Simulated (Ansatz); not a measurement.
The cluster Mg5O4⁺. Total charge 1; doublet. Geometry r2SCAN-D4/def2-SVP; atoms count from 1.

```xyz
9

Mg    1.3865   -0.6527    0.9744
Mg   -0.7544    1.0373    1.2852
Mg    0.7672    1.1285   -0.8531
Mg    0.0264   -1.9652   -0.9841
Mg   -2.0669   -0.3126   -0.6802
O     1.4592   -0.7448   -0.9699
O    -0.7249   -1.0447    0.6893
O    -1.2019    1.3562   -0.5835
O     1.1088    1.1980    1.1221
```

Another isomer (doublet) lies 0.29 eV lower at PBE0-D4/def2-TZVP; other spin states weren't run for this one.

Question: Estimate the Mulliken populations from the PBE0/def2-TZVP orbitals of Ansatz.

Answer: 
| atom | charge (e) | spin (α − β) |
| --- | --- | --- |
| Mg1 | 1.01 | 0.05 |
| Mg2 | 1.01 | 0.05 |
| Mg3 | 1.11 | 0.05 |
| Mg4 | 0.81 | 0.39 |
| Mg5 | 0.81 | 0.39 |
| O6 | -0.93 | 0.01 |
| O7 | -0.95 | 0.02 |
| O8 | -0.93 | 0.01 |
| O9 | -0.94 | 0.01 |
Mulliken values and Mayer orders depend strongly on the basis.

Question: Where does the spin sit?

Answer: Summed by element: Mg 0.95, O 0.05, of 1 unpaired in all. Largest on single atoms: Mg5 0.39, Mg4 0.39, Mg2 0.05.

Question: And the Mayer bond orders between bonded heavy atoms (over 0.3)?

Answer: Mg1–O6 0.57 (1.95 Å); Mg1–O7 0.37 (2.17 Å); Mg1–O9 0.69 (1.88 Å); Mg2–O7 0.37 (2.17 Å); Mg2–O8 0.57 (1.95 Å); Mg2–O9 0.69 (1.88 Å); Mg3–O6 0.50 (2.00 Å); Mg3–O8 0.50 (2.00 Å); Mg3–O9 0.48 (2.01 Å); Mg4–Mg5 0.37 (2.68 Å); Mg4–O6 0.78 (1.88 Å); Mg4–O7 0.44 (2.05 Å); Mg5–O7 0.44 (2.05 Å); Mg5–O8 0.78 (1.88 Å).
